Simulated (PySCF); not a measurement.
PySCF input for C2H10N2Si2, SMILES [SiH3]/N=C(\C)[SiH2]N, PBE-D3(BJ)/def2-SVP. Geometry optimised at PBE-D3(BJ)/def2-SVP. The structure was generated by enumeration; whether it is a known compound was not checked. One conformer was computed; it need not be the lowest.

```python
import numpy as np
from pyscf import gto, scf, dft, df
from pyscf.hessian import thermo

mol = gto.M(
    atom='''
    C     0.53999040   -1.09820617    1.70285520
    C    -0.02583803   -0.33036618    0.53251829
    N     0.63313414    0.12836378   -0.47090857
    Si    2.33545953    0.09763479   -0.92943534
    Si   -1.92883427    0.00828695    0.46927661
    N    -2.07634999    1.16165678   -0.81439839
    H     0.01493889   -2.07204402    1.80712141
    H     0.34341112   -0.54282521    2.64493647
    H     1.62887519   -1.28198973    1.61194172
    H     2.76657352    1.53081102   -1.06098991
    H     2.39965978   -0.56320900   -2.27744720
    H     3.31071272   -0.60815071   -0.01086231
    H    -2.39227938    0.52717003    1.80806517
    H    -2.62457408   -1.32480690    0.27578108
    H    -1.21039033    1.17009704   -1.37403211
    H    -2.91208445    1.22333334   -1.39738417
    ''',
    basis='def2-SVP',
    charge=0,
    spin=0,
    max_memory=1600,
    verbose=3,
)
mf = dft.RKS(mol, xc='pbe').density_fit(auxbasis='def2-universal-jkfit')
mf.disp = 'd3bj'
mf.grids.level = 3
mf.conv_tol = 1e-11
mf.max_cycle = 100
mf.kernel()

# [left out here: the lines that compute and print the analytic Hessian (its translational invariance restored by hand, since the grid's response is missing), thermochemistry and intensities]
```

Log of the run:

```
converged SCF energy = -769.866473299783

WARN: DFTD3 does not support analytical Hessian, using finite difference


WARN: Mole.unit (angstrom) is changed to Bohr

Mode                                 0                   1                   2
Irrep
Freq [cm^-1]                       61.1509             84.8432            119.8570
Reduced mass [au]                   2.5310              1.0367              1.1645
Force const [Dyne/A]                0.0056              0.0044              0.0099
Char temp [K]                      87.9826            122.0705            172.4476
Normal mode                   x     y     z       x     y     z       x     y     z
       0   C                 0.01  0.09  0.05    0.01  0.03  0.02    0.01  0.03  0.04
       1   C                 0.00  0.01  0.00   -0.00 -0.01 -0.01    0.01  0.03  0.04
       2   N                -0.00 -0.03 -0.02   -0.00 -0.02 -0.01    0.00  0.02  0.03
       3  Si                -0.00 -0.02 -0.01    0.00  0.00  0.00   -0.02 -0.02 -0.03
       4  Si                -0.01 -0.07 -0.05   -0.00 -0.01 -0.00   -0.00 -0.01 -0.02
       5   N                 0.02  0.10  0.09   -0.01 -0.01 -0.00    0.03  0.00 -0.00
       6   H                -0.00  0.11  0.15   -0.19  0.17  0.27    0.28 -0.15 -0.24
       7   H                 0.04  0.18  0.01    0.28  0.24 -0.05   -0.37 -0.20  0.09
       8   H                 0.01  0.06  0.04   -0.05 -0.21 -0.12    0.08  0.37  0.23
       9   H                -0.03 -0.02 -0.12    0.11  0.01  0.47    0.09 -0.03  0.24
      10   H                 0.02 -0.13  0.04   -0.02  0.42 -0.20   -0.13  0.24 -0.16
      11   H                 0.01  0.07  0.05   -0.07 -0.36 -0.20   -0.04 -0.28 -0.21
      12   H                -0.13 -0.26 -0.02   -0.00 -0.01 -0.00   -0.08 -0.05 -0.03
      13   H                 0.09 -0.09 -0.26    0.01 -0.01 -0.00    0.05 -0.03 -0.07
      14   H                -0.00  0.11  0.06   -0.01 -0.01 -0.01    0.05  0.01  0.02
[...]
       3  Si                -0.00  0.00 -0.00   -0.00 -0.00  0.00   -0.00 -0.00  0.00
       4  Si                -0.00  0.00 -0.00   -0.00 -0.00  0.00   -0.00  0.00  0.00
       5   N                -0.00  0.00 -0.00    0.00  0.00 -0.00    0.00  0.00 -0.00
       6   H                 0.21 -0.02  0.51    0.08  0.02  0.33   -0.57  0.31  0.23
       7   H                 0.13 -0.47  0.26   -0.66 -0.15 -0.02   -0.05 -0.30  0.14
       8   H                -0.04 -0.15  0.33   -0.07 -0.29 -0.53    0.12  0.58 -0.10
       9   H                 0.00 -0.00  0.01   -0.01  0.00 -0.00   -0.01  0.00 -0.00
      10   H                 0.00 -0.01  0.00   -0.01  0.00 -0.00   -0.01  0.00 -0.00
      11   H                -0.00  0.00 -0.01   -0.00  0.00  0.01   -0.00 -0.01  0.00
      12   H                 0.00 -0.00  0.00    0.00  0.01  0.00   -0.00  0.00 -0.00
      13   H                 0.00 -0.00  0.01   -0.00  0.00 -0.00    0.01 -0.00 -0.01
      14   H                 0.00 -0.00  0.00    0.00 -0.00  0.00    0.00  0.00  0.00
      15   H                -0.00  0.00  0.00   -0.00 -0.00  0.00   -0.00 -0.00  0.00
Mode                                30                  31                  32
Irrep
Freq [cm^-1]                     1455.6948           1676.4713           2090.9919
Reduced mass [au]                   1.1146             10.7139              1.0438
Force const [Dyne/A]                1.3915             17.7414              2.6889
Char temp [K]                    2094.4207           2412.0690           3008.4717
Normal mode                   x     y     z       x     y     z       x     y     z
       0   C                 0.00  0.00 -0.00   -0.00  0.01 -0.02   -0.00  0.00  0.00
       1   C                 0.00 -0.00 -0.00   -0.10 -0.08  0.17    0.00 -0.00 -0.00
       2   N                -0.01  0.00  0.01    0.11  0.06 -0.13   -0.00  0.00  0.00
       3  Si                 0.00  0.00 -0.00   -0.01 -0.00  0.00   -0.00  0.00 -0.00
       4  Si                -0.00  0.01 -0.00    0.00 -0.00  0.00   -0.01 -0.03 -0.01
       5   N                 0.01 -0.03  0.08   -0.00 -0.00  0.00   -0.00  0.00 -0.00
       6   H                -0.00  0.00  0.00    0.00 -0.00 -0.07   -0.00 -0.00 -0.00
       7   H                -0.01 -0.00 -0.00    0.02  0.05 -0.03    0.00 -0.00  0.00
       8   H                 0.00  0.00 -0.00   -0.01 -0.03  0.05    0.00  0.00 -0.00
       9   H                -0.00  0.00  0.00   -0.02  0.02  0.01   -0.00  0.00 -0.00
      10   H                -0.00 -0.00 -0.00   -0.03 -0.01 -0.01   -0.00 -0.00 -0.01
      11   H                -0.01 -0.01  0.01    0.01 -0.00  0.01    0.04 -0.03  0.04
      12   H                 0.02 -0.05  0.01    0.00  0.00 -0.00   -0.07  0.05  0.14
      13   H                 0.01  0.00  0.01    0.00  0.00 -0.00    0.44  0.84  0.13
      14   H                -0.40  0.15 -0.54   -0.01  0.00 -0.02   -0.00 -0.01 -0.00
      15   H                 0.39  0.12 -0.49    0.01  0.01 -0.02   -0.00  0.00  0.00
Mode                                33                  34                  35
Irrep
Freq [cm^-1]                     2104.6818           2133.9052           2174.5517
Reduced mass [au]                   1.0396              1.0374              1.0339
Force const [Dyne/A]                2.7133              2.7831              2.8805
Char temp [K]                    3028.1685           3070.2144           3128.6957
Normal mode                   x     y     z       x     y     z       x     y     z
       0   C                 0.00  0.00 -0.00    0.00 -0.00  0.00   -0.00  0.00 -0.00
       1   C                -0.00 -0.00  0.00   -0.00  0.00 -0.00   -0.00 -0.00  0.00
       2   N                 0.00  0.00 -0.00    0.00 -0.00  0.00    0.00  0.00 -0.00
       3  Si                 0.02 -0.02  0.02   -0.00  0.00 -0.00    0.00 -0.00 -0.03
       4  Si                -0.00 -0.00 -0.00    0.01 -0.01 -0.03   -0.00 -0.00  0.00
       5   N                 0.00 -0.00  0.00    0.00  0.00  0.00    0.00 -0.00  0.00
       6   H                -0.00  0.00 -0.00    0.00 -0.00 -0.00   -0.00 -0.00 -0.00
       7   H                -0.00  0.00 -0.00    0.00 -0.00 -0.00    0.00  0.00 -0.00
       8   H                 0.00  0.00 -0.00   -0.00 -0.00  0.00    0.00 -0.00  0.00
       9   H                 0.00 -0.03  0.01   -0.00 -0.01  0.00   -0.10 -0.34  0.02
      10   H                 0.01  0.00  0.03    0.00  0.00  0.01   -0.04  0.41  0.82
      11   H                -0.62  0.46 -0.60    0.04 -0.02  0.03    0.01 -0.01  0.00
      12   H                -0.02  0.02  0.06   -0.29  0.34  0.85    0.00 -0.00 -0.01
      13   H                 0.03  0.05  0.01   -0.07 -0.16 -0.04    0.00  0.01  0.00
      14   H                -0.00  0.00 -0.01   -0.00 -0.01 -0.01   -0.00  0.00 -0.00
      15   H                 0.00  0.00 -0.00    0.01 -0.00 -0.01    0.00  0.00 -0.00
Mode                                36                  37                  38
Irrep
Freq [cm^-1]                     2176.7561           2958.1809           3038.4838
Reduced mass [au]                   1.0480              1.0363              1.0997
Force const [Dyne/A]                2.9256              5.3429              5.9817
Char temp [K]                    3131.8674           4256.1637           4371.7017
Normal mode                   x     y     z       x     y     z       x     y     z
       0   C                -0.00  0.00 -0.00    0.01 -0.03  0.04    0.02  0.07  0.04
       1   C                -0.00 -0.00  0.00   -0.00  0.00 -0.00    0.00  0.00  0.00
       2   N                 0.00  0.00 -0.00    0.00  0.00 -0.00    0.00  0.00  0.00
       3  Si                 0.01  0.04  0.01    0.00 -0.00  0.00    0.00  0.00  0.00
       4  Si                -0.00  0.00  0.00   -0.00 -0.00  0.00   -0.00  0.00  0.00
       5   N                 0.00 -0.00  0.00    0.00  0.00  0.00    0.00 -0.00 -0.00
       6   H                 0.00  0.00 -0.00    0.29  0.53 -0.05   -0.32 -0.58  0.07
       7   H                 0.00  0.00 -0.00    0.10 -0.30 -0.49    0.13 -0.33 -0.57
       8   H                 0.00 -0.00  0.00   -0.50  0.08  0.05   -0.02  0.02  0.01
       9   H                -0.26 -0.87  0.08   -0.00 -0.00  0.00    0.00 -0.00 -0.00
      10   H                 0.01 -0.14 -0.32   -0.00 -0.00  0.00   -0.00 -0.00 -0.00
      11   H                 0.01  0.01  0.01    0.00  0.00 -0.00    0.00 -0.00 -0.00
      12   H                 0.00 -0.00 -0.01    0.00  0.00 -0.00   -0.00 -0.00 -0.00
      13   H                -0.00 -0.00  0.00    0.00  0.00 -0.00   -0.00 -0.00  0.00
      14   H                -0.00  0.00 -0.00    0.00  0.00 -0.00   -0.00 -0.00  0.00
      15   H                 0.00  0.00  0.00    0.00 -0.00  0.00    0.00  0.00  0.00
Mode                                39                  40                  41
Irrep
Freq [cm^-1]                     3071.7508           3402.6031           3580.7537
Reduced mass [au]                   1.1053              1.0572              1.0875
Force const [Dyne/A]                6.1450              7.2118              8.2151
Char temp [K]                    4419.5655           4895.5883           5151.9073
Normal mode                   x     y     z       x     y     z       x     y     z
       0   C                -0.08  0.00  0.03   -0.00 -0.00  0.00   -0.00 -0.00  0.00
       1   C                -0.00 -0.00  0.00   -0.00  0.00 -0.00    0.00 -0.00  0.00
       2   N                 0.00  0.00 -0.00    0.00 -0.00  0.00    0.00  0.00 -0.00
       3  Si                -0.00  0.00 -0.00   -0.00  0.00  0.00   -0.00 -0.00  0.00
       4  Si                 0.00 -0.00  0.00    0.00  0.00  0.00   -0.00 -0.00  0.00
       5   N                 0.00  0.00  0.00   -0.04 -0.00  0.05   -0.07  0.01 -0.03
       6   H                 0.15  0.29 -0.02    0.00 -0.00  0.00    0.00 -0.00  0.00
       7   H                 0.05 -0.18 -0.30    0.00 -0.00  0.00    0.00 -0.00  0.00
       8   H                 0.80 -0.13 -0.07   -0.00  0.00 -0.00    0.00 -0.00 -0.00
       9   H                 0.00 -0.00 -0.00    0.00  0.00  0.00    0.00  0.00 -0.00
      10   H                 0.00  0.00 -0.00    0.00 -0.00 -0.00    0.00 -0.00 -0.00
      11   H                -0.00 -0.00  0.00    0.00 -0.00  0.00    0.00 -0.00  0.00
      12   H                -0.00  0.00 -0.00   -0.00 -0.00 -0.00   -0.00  0.00 -0.00
      13   H                -0.00 -0.00 -0.00   -0.00  0.01 -0.00   -0.00 -0.00  0.00
      14   H                 0.00  0.00 -0.00    0.76  0.03 -0.51    0.23  0.01 -0.18
      15   H                -0.00  0.00 -0.00   -0.27  0.03 -0.17    0.75 -0.06  0.52
temperature 298.1500 [K]
pressure 101325.00 [Pa]
Rotational constants [GHz] 3.55626 1.26165 0.96086
Symmetry number 1
Zero-point energy (ZPE) 0.11289 [Eh]   296382.128 [J/mol]
                           tot       elec      trans        rot        vib
Entropy [J/mol/K]       410.716      0.000    168.275    120.088    122.354
Cv [J/mol/K]            151.818      0.000     12.472     12.472    126.874
Cp [J/mol/K]            160.132      0.000     20.786     12.472    126.874
Internal energy [J/mol]                      3718.434   3718.434 315919.373
Internal energy [Eh]   -769.74331  -769.86647
Enthalpy [J/mol]                             6197.391   3718.434 315919.373
Enthalpy [Eh]          -769.74237
Gibbs free energy [J/mol]                  -43973.655 -32085.692 279439.461
Gibbs free energy [Eh] -769.78901
mode   freq/cm-1   IR/(km/mol)
   1       61.15         2.882
   2       84.84         0.812
   3      119.86         0.508
   4      121.92         1.025
   5      142.93         0.722
   6      205.87         5.790
   7      238.41        69.942
   8      278.70         3.058
   9      347.33         6.381
  10      370.33         2.781
  11      470.43       115.135
  12      560.55        27.523
  13      599.81        46.127
  14      672.39        23.247
  15      686.42        50.439
  16      691.25        63.570
  17      711.02        42.450
  18      752.01        42.131
  19      850.22        21.473
  20      883.38       212.773
  21      903.37       322.165
  22      916.02        39.852
  23      926.73       105.245
  24      951.34        12.349
  25      960.64         0.738
  26      970.58        97.198
  27     1124.84         8.647
  28     1310.90        24.033
  29     1384.95        15.266
  30     1388.20        14.864
  31     1455.69        68.927
  32     1676.47       172.949
  33     2090.99       156.160
  34     2104.68       154.737
  35     2133.91       136.637
  36     2174.55        81.657
  37     2176.76        96.771
  38     2958.18         3.721
  39     3038.48         1.973
  40     3071.75         7.152
  41     3402.60        60.041
  42     3580.75        54.121
max |gradient| / (hartree/bohr): 5.0080463674743276e-05
APT charges: [-0.1357  0.3144 -0.8753  1.2227  1.1576 -0.7585  0.0333  0.0346  0.0078
 -0.2444 -0.2461 -0.3283 -0.2892 -0.3097  0.2262  0.1908]
```

The calculation finished and met its thresholds.
